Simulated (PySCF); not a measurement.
PBE0 on B⁻ (boron, charge -1), [He] 2s2 2p2, high-spin 3P determinant. Computed with PySCF 2.14 in aug-cc-pVDZ (4s3p2d, 23 functions), with no relativity, point nucleus.

```
cycle= 1 E= -24.6335895764754  delta_E= -0.00246  |g|= 0.0069  |ddm|= 0.18
cycle= 2 E= -24.6336525310562  delta_E= -6.3e-05  |g|= 0.00439  |ddm|= 0.0386
cycle= 3 E= -24.63367360243  delta_E= -2.11e-05  |g|= 0.00203  |ddm|= 0.0249
cycle= 4 E= -24.6336801970329  delta_E= -6.59e-06  |g|= 7.79e-05  |ddm|= 0.00831
cycle= 5 E= -24.6336802047443  delta_E= -7.71e-09  |g|= 9.36e-06  |ddm|= 0.000331
cycle= 6 E= -24.633680204874  delta_E= -1.3e-10  |g|= 3.52e-07  |ddm|= 4.72e-05
converged SCF energy = -24.633680204874  <S^2> = 2.0034542  2S+1 = 3.0023019
```

Highest occupied orbital energy: 1.244 eV; ⟨L²⟩ = 2.01; populations by l: s 4.00, p 2.00, d 0.00.

Can this result be used?

With care. Self-consistency was reached. At PBE0 the highest occupied level has a positive energy, so only the finite basis holds that electron; in a semilocal or global hybrid functional this comes from self-interaction and does not mean that the real anion is unbound.
